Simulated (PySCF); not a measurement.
# Exercise with solution: chemical shift, span and skew from a shielding tensor

chloro(methylsilyl)silane (CH₇ClSi₂), SMILES Cl[SiH2][SiH2]C. Atoms are numbered in the order given.

```xyz
11

Si     0.8644     0.2920     0.8079
Cl     1.5757     0.3044    -1.1679
Si    -1.2606    -0.6997     0.7044
C     -2.2547     0.1646    -0.6476
H      0.8138     1.7060     1.2798
H      1.8446    -0.4512     1.6491
H     -1.9355    -0.5936     2.0343
H     -1.0768    -2.1475     0.3868
H     -2.4489     1.2148    -0.3786
H     -3.2219    -0.3351    -0.8134
H     -1.6860     0.1523    -1.5903
```
Charge 0, spin multiplicity 1.

Geometry optimised at B3LYP-D3(BJ)/def2-SVP. Other conformers were not sampled.

GIAO shieldings from HF/pcSseg-1 (PySCF), non-relativistic, no solvent. The symmetric part of the tensor of Si1 has the principal values 362.4, 405.8, 469.5 ppm. The same nucleus in TMS has σ = 393.8 ppm at this level (PySCF, at its B3LYP-D3(BJ)/def2-TZVP geometry). Without spin–orbit terms, shifts of atoms bonded to Cl or Br come out too high.

Work out the isotropic shielding, the ²⁹Si shift against TMS, the span and the skew.


σ(iso) = (σ11 + σ22 + σ33)/3 = 412.6 ppm. δ = σ(ref) − σ(iso) = 393.8 − (412.6) = -18.8 ppm.
Span Ω = σ33 − σ11 = 107.1 ppm. Skew κ = 3(σ(iso) − σ22)/Ω = 0.19. Tumbling in solution averages the tensor to δ; in a static solid the shielding alone would spread this spin-1/2 line over Ω.
